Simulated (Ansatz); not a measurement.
Species: PH$_{5}$ (charge 0, singlet). 
Structure (B3LYP-D3(BJ)/def2-TZVP (Ansatz, an electronic-structure program) minimum search):
SMILES: [H][P@TB14]([H])([H])([H])[H]
```xyz
6

P      0.0000     0.0000     0.0000
H      0.0076    -0.0062     1.4787
H     -0.0076     0.0062    -1.4787
H      1.4251     0.0061    -0.0073
H     -0.7179     1.2311     0.0089
H     -0.7073    -1.2373    -0.0016
```

Property: vertical ionisation energy (to the doublet state of charge +1; each state is the SCF solution reached for its spin; the molecule has degenerate orbitals, so one determinant may break the symmetry), in eV. Cores are frozen in the correlated levels unless marked. UHF or UKS for open shells. No spin-orbit coupling. No relativistic terms. Basis-set limits of correlation are two-point, X^-3; Hartree-Fock from the larger set. [CCSD(T)-MP2]/basis is that difference in the basis named.

```json
[
 {"level": "HF/aug-cc-pV(Q+d)Z", "program": "Ansatz", "vertical ionisation energy (eV)": "8.14"},
 {"level": "r2SCAN/def2-TZVPD", "program": "Ansatz", "vertical ionisation energy (eV)": "8.49"},
 {"level": "B3LYP/def2-TZVPD", "program": "Ansatz", "vertical ionisation energy (eV)": "8.74"},
 {"level": "BHLYP/def2-TZVPD", "program": "Ansatz", "vertical ionisation energy (eV)": "8.71"}
]
```

Q: Estimate the value at RI-MP2/CBS(aug-cc-pV(T+d)Z,aug-cc-pV(Q+d)Z)+[CCSD(T)-MP2]/aug-cc-pV(T+d)Z as computed with Ansatz.

A: 8.92 eV, so BHLYP/def2-TZVPD differs from it by -0.21 eV.
